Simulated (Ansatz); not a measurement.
Consider the formal exchange of groups at the Se–Si bond: `[SeH][SiH2]Br` + `[OH][AlH][SiH3]` → `[OH][AlH][SiH2][SeH]` + `[SiH3]Br`.

Calculated with Ansatz (gas phase, PBE0-D4/def2-TZVP geometries, no zero-point term in ΔE). CBS: MP2 limit from def2 TZ/QZ plus the TZ coupled-cluster correction, frozen cores. Functionals use def2-TZVPP. For Br, Se outer-core shells are correlated without core-valence functions, which leaves a few kJ/mol of doubt a bond. Scalar relativity is left out up to krypton. One conformer a species, not always the lowest.

`[SeH][SiH2]Br`:

```xyz
6

Se   -0.826   -0.809    1.410
Si    0.404   -0.107   -0.355
Br    1.196    1.954   -0.114
H    -1.928    0.109    1.090
H    -0.397   -0.108   -1.597
H     1.551   -1.038   -0.434
```

`[OH][AlH][SiH3]`:

Cartesian coordinates in Å:
```
O -1.178 -1.110 1.469
Al -0.367 -0.964 -0.017
Si 0.692 1.197 -0.461
H -1.621 -1.911 1.745
H -0.339 -2.212 -1.002
H 0.255 1.737 -1.782
H 2.175 1.046 -0.529
H 0.383 2.217 0.577
```

`[OH][AlH][SiH2][SeH]`:

```xyz
9

O     1.817   -0.382   -0.704
Al    0.988    0.809    0.180
Si   -1.368    0.228    0.449
Se   -1.622   -1.878   -0.423
H     2.748   -0.344   -0.919
H     1.767    2.088    0.705
H    -2.284    1.177   -0.246
H    -1.810    0.209    1.873
H    -0.237   -1.909   -0.914
```

`[SiH3]Br`:

Cartesian coordinates in Å:
```
Si 0.112 -0.113 -0.036
Br -1.411 1.426 0.448
H 0.916 -0.374 1.180
H 0.971 0.405 -1.124
H -0.588 -1.344 -0.469
```

Task: Is it downhill or uphill in electronic energy at CCSD(T)/CBS, and by how much? (Estimate.)

Result: The calculation gave: Nearly level: ΔE = -0.1 kcal/mol.

Task: What do these levels give: PBE0-D4, r2SCAN0-D4, CCSD(T)/def2-SVP, MP2/def2-TZVPP, SCS-MP2/def2-TZVPP, CCSD/CBS(def2)? (Estimate.)

Result: Ansatz gave: PBE0-D4 0.1, r2SCAN0-D4 0.0, CCSD(T)/def2-SVP 0.0, MP2/def2-TZVPP -0.1, SCS-MP2/def2-TZVPP -0.1, CCSD/CBS(def2) 0.0 kcal/mol.

Largest T1 diagnostic among the species: 0.014.

From BLYP to BHLYP (50 % exact exchange), in def2-TZVPP and without D4, ΔE moves by −1.0 kcal/mol. Leaving LDA and LC-ωPBE aside and taking each functional with its dispersion term where it has one, the values, not all of them listed here, spread over 1.0 kcal/mol, from BHLYP-D4 to B97M-V.
